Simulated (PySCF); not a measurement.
CH₆OSeSi, SMILES [SiH2]([SeH])OC.

The structure is a stationary point at B3LYP-D3(BJ)/def2-SVP. The structure was generated by enumeration, and PubChem lists no compound with its InChIKey, so it may never have been made. Other conformers were not sampled.

Two levels are set side by side: TDDFT-PBE/def2-SVPD (PySCF) and TDDFT-LC-ωPBE/def2-SVPD (PySCF). Vertical, same geometry. The lowest singlet is HOMO→LUMO 99 % with PBE and HOMO→LUMO+1 47 %, HOMO→LUMO 27 %, HOMO→LUMO+6 8 % with the other functional; states are paired by order. Differences are taken from unrounded values.

| quantity | TDDFT-LC-ωPBE |
|---|---|
| lowest singlet excitation (eV) | 5.61 |
| lowest triplet excitation (TDA) (eV) | 5.11 |
| first bright state (f over 0.05) (eV) | 8.08 |
| its oscillator strength | 0.20 |

**Question.** What does TDDFT-PBE give, and how far is it from TDDFT-LC-ωPBE? (Estimate from the structure and the level; the computed values follow.)

**Answer.** 
```
quantity                               TDDFT-PBE  TDDFT-PBE minus TDDFT-LC-ωPBE
-------------------------------------  ---------  -----------------------------
lowest singlet excitation (eV)              5.11                          -0.50
lowest triplet excitation (TDA) (eV)        4.73                          -0.39
first bright state (f over 0.05) (eV)       6.88                          -1.20
its oscillator strength                     0.06                          -0.15
```

A lower first singlet is the usual sign of a functional without exact exchange. Differences between two approximate levels are no errors against the true value.

Rough cost on one machine, each run with all the roots and properties that it gave: TDDFT-LC-ωPBE against TDDFT-PBE about 5 times.
